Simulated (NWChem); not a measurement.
System: C$_{3}$H$_{7}$FSi; SMILES C([SiH2]F)(=C)C

The following NWChem deck was run.

```
start job
memory heap 200 mb stack 900 mb global 1100 mb
geometry units angstroms
  C      0.585368     1.597703     1.318169
  C      0.580592     0.467851     0.621954
  C      1.499362    -0.664747     0.974611
  Si    -0.557288     0.198275    -0.858408
  F     -1.114845    -1.314022    -0.756976
  H      1.242004     1.748843     2.162253
  H     -0.066231     2.420633     1.076103
  H      2.171783    -0.875671     0.143497
  H      0.921440    -1.568371     1.163617
  H      2.093633    -0.434220     1.856866
  H      0.162397     0.220940    -2.126264
  H     -1.743401     1.038594    -0.821358
end
basis spherical
  * library def2-svp
end
dft
  xc pbe0
  iterations 150
end
driver
  maxiter 120
end
task dft optimize
```

No frequency run checked for a minimum.

The level has its own optimisation. Brackets give each atom's bonded neighbours.

Task: What results follow from this input? (PBE0/def2-SVP.) Quantities: r C–C [C(CCSi)–C(CHH)] (Å); r C–H [C(CHH)–H(C)] (Å); r C–C [C(CCSi)–C(CHHH)] (Å); r C–Si (Å); dipole (D).

Result: 
```
Quantity                     Result
---------------------------  ------
r C–C [C(CCSi)–C(CHH)] (Å)    1.342
r C–H [C(CHH)–H(C)] (Å)       1.096
r C–C [C(CCSi)–C(CHHH)] (Å)   1.502
r C–Si (Å)                    1.866
dipole (D)                     1.79
```
